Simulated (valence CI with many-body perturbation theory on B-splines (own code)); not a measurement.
# Level structure of Er⁶⁰⁺

Level of theory: relativistic CI+MBPT: six valence electrons over a frozen Dirac-Fock core [He], radial functions for each j: 9 s, 9 p, 8 d, 6 f, 3 g, 1 h, with the one-electron correlation potential Σ1 (screened to all orders), the two-electron term Σ2, the three-electron term Σ3, Breit, model QED; selected single and double excitations, second order for the rest, scaled by the run's own slope (own B-spline code, finite nucleus).

No measured spectrum was set against this ion. As an estimate, large intervals hold to a few tenths of a per cent, small ones and those within an open d or f shell to about a per cent. Among the levels kept, up to 2100 cm⁻¹ of a level comes from second order outside the variational space, and about a tenth of that is noise between levels of different J, which matters for small intervals.

Levels 1 to 45 of 59, with energies above the lowest level, (2s^2 2p1/2^2 2p3/2^2) J=2. "Leading %" is the weight of the configuration and term that name the level; weights of strongly mixed levels are sums over their largest components and can fall short, so below about 35 % the name and the second component can differ from the true leading terms, or belong to a minority configuration. In the jj column 3d3/2^4 stands for four electrons in 3d with j = 3/2. Lifetimes count E1, E2, E3, M1 and M2 decay at the calculated energies, and are blank where another channel may lead or the interval is too uncertain; long ones can be off by a factor of two.

```csv
No.,Configuration,Term,J,E (eV),Leading %,g,Leading jj,Lifetime
1,2s²2p⁴,³P,2,0.0,68,1.313,2s^2 2p1/2^2 2p3/2^2 (100 %),
2,2s²2p⁴,¹S,0,53.7,64,,2s^2 2p1/2^2 2p3/2^2 (100 %),15.4 ms
3,2s²2p⁴,³P,1,948.5,100,1.474,2s^2 2p1/2 2p3/2^3 (100 %),111 ps
4,2s²2p⁴,¹D,2,967.1,68,1.126,2s^2 2p1/2 2p3/2^3 (100 %),247 ps
5,2s2p⁵,³P°,2,1307.1,100,1.469,2s 2p1/2^2 2p3/2^3 (100 %),212 fs
6,2s2p⁵,¹P°,1,1381.6,61,1.167,2s 2p1/2^2 2p3/2^3 (100 %),85.0 fs
7,2s²2p⁴,³P,0,1936.6,64,,2s^2 2p3/2^4 (99 %),34.8 ps
8,2s2p⁵,³P°,0,2266.2,100,,2s 2p1/2 2p3/2^4 (100 %),108 fs
9,2s2p⁵,³P°,1,2302.5,61,1.267,2s 2p1/2 2p3/2^4 (100 %),96.7 fs
10,2p⁶,¹S,0,2724.6,99,,2p1/2^2 2p3/2^4 (99 %),52.6 fs
11,2s²2p³3s,³P°,2,7262.6,48,1.492,2s^2 2p1/2^2 2p3/2 3s (100 %),13.5 fs
12,2s²2p³3s,¹P°,1,7270.8,32,1.152,2s^2 2p1/2^2 2p3/2 3s (100 %),5.72 fs
13,2s²2p³3p,³P,1,7369.4,32,1.479,2s^2 2p1/2^2 2p3/2 3p1/2 (100 %),1.11 ps
14,2s²2p³3p,³D,2,7371.1,25,1.162,2s^2 2p1/2^2 2p3/2 3p1/2 (100 %),697 fs
15,2s²2p³3p,³D,3,7640.3,50,1.324,2s^2 2p1/2^2 2p3/2 3p3/2 (100 %),742 fs
16,2s²2p³3p,³P,1,7640.6,35,1.340,2s^2 2p1/2^2 2p3/2 3p3/2 (100 %),721 fs
17,2s²2p³3p,³P,2,7666.4,45,1.314,2s^2 2p1/2^2 2p3/2 3p3/2 (100 %),805 fs
18,2s²2p³3p,³P,0,7689.8,70,,2s^2 2p1/2^2 2p3/2 3p3/2 (100 %),327 fs
19,2s²2p³3d,³D°,2,7749.6,33,1.030,2s^2 2p1/2^2 2p3/2 3d3/2 (99 %),11.8 fs
20,2s²2p³3d,³F°,3,7757.1,27,1.079,2s^2 2p1/2^2 2p3/2 3d3/2 (98 %),76.5 fs
21,2s²2p³3d,³D°,1,7760.3,34,1.085,2s^2 2p1/2^2 2p3/2 3d3/2 (100 %),3.61 fs
22,2s²2p³3d,³P°,0,7763.1,64,,2s^2 2p1/2^2 2p3/2 3d3/2 (100 %),1.62 ps
23,2s²2p³3d,³F°,4,7820.8,51,1.240,2s^2 2p1/2^2 2p3/2 3d5/2 (100 %),9.94 ps
24,2s²2p³3d,³D°,2,7831.3,34,1.228,2s^2 2p1/2^2 2p3/2 3d5/2 (99 %),1.39 fs
25,2s²2p³3d,³D°,3,7846.1,47,1.202,2s^2 2p1/2^2 2p3/2 3d5/2 (98 %),627 as
26,2s²2p³3d,³D°,1,7857.0,33,1.064,2s^2 2p1/2^2 2p3/2 3d5/2 (100 %),941 as
27,2s²2p³3s,⁵S°,2,8194.6,54,1.580,2s^2 2p1/2 2p3/2^2 3s (100 %),22.9 fs
28,2s²2p³3s,³S°,1,8205.5,55,1.301,2s^2 2p1/2 2p3/2^2 3s (100 %),5.26 fs
29,2s²2p³3s,³D°,3,8218.7,100,1.304,2s^2 2p1/2 2p3/2^2 3s (100 %),18.7 fs
30,2s²2p³3s,¹D°,2,8226.4,67,1.026,2s^2 2p1/2 2p3/2^2 3s (100 %),5.85 fs
31,2s²2p³3s,³P°,0,8264.8,100,,2s^2 2p1/2 2p3/2^2 3s (100 %),12.8 fs
32,2s²2p³3s,³P°,1,8268.1,66,1.305,2s^2 2p1/2 2p3/2^2 3s (100 %),9.29 fs
33,2s²2p³3p,⁵P,1,8299.1,46,1.639,2s^2 2p1/2 2p3/2^2 3p1/2 (100 %),2.15 ps
34,2s²2p³3p,³F,2,8307.0,34,1.201,2s^2 2p1/2 2p3/2^2 3p1/2 (100 %),1.20 ps
35,2s²2p³3p,³F,3,8323.9,44,1.085,2s^2 2p1/2 2p3/2^2 3p1/2 (100 %),870 fs
36,2s²2p³3p,³P,2,8357.9,51,1.303,2s^2 2p1/2 2p3/2^2 3p1/2 (99 %),517 fs
37,2s²2p³3p,³D,1,8368.2,73,0.639,2s^2 2p1/2 2p3/2^2 3p1/2 (100 %),969 fs
38,2s²2p³3p,³P,0,8410.1,64,,2s^2 2p1/2 2p3/2^2 3p1/2 (99 %),543 fs
39,2s2p⁴3s,⁵P,3,8497.6,67,1.530,2s 2p1/2^2 2p3/2^2 3s (94 %),41.0 fs
40,2s2p⁴3s,³P,2,8525.0,54,1.381,2s 2p1/2^2 2p3/2^2 3s (94 %),6.99 fs
41,2s²2p³3p,³P,0,8573.7,100,,2s^2 2p1/2 2p3/2^2 3p3/2 (99 %),612 fs
42,2s²2p³3p,³P,2,8574.6,38,1.411,2s^2 2p1/2 2p3/2^2 3p3/2 (89 %),97.0 fs
43,2s²2p³3p,⁵P,3,8575.2,53,1.374,2s^2 2p1/2 2p3/2^2 3p3/2 (96 %),446 fs
44,2s²2p³3p,¹P,1,8584.2,45,0.952,2s^2 2p1/2 2p3/2^2 3p3/2 (78 %),28.4 fs
45,2s2p⁴3s,³S,1,8593.3,54,1.907,2s 2p1/2^2 2p3/2^2 3s (86 %),14.2 fs
```

The ionisation energy to 2s²2p³ ²P°3/2 of the next ion comes out as 13549 eV (NIST: 13548 ± 10 eV (theoretical)). All 59 levels together are meant to be complete up to 8692.2 eV.
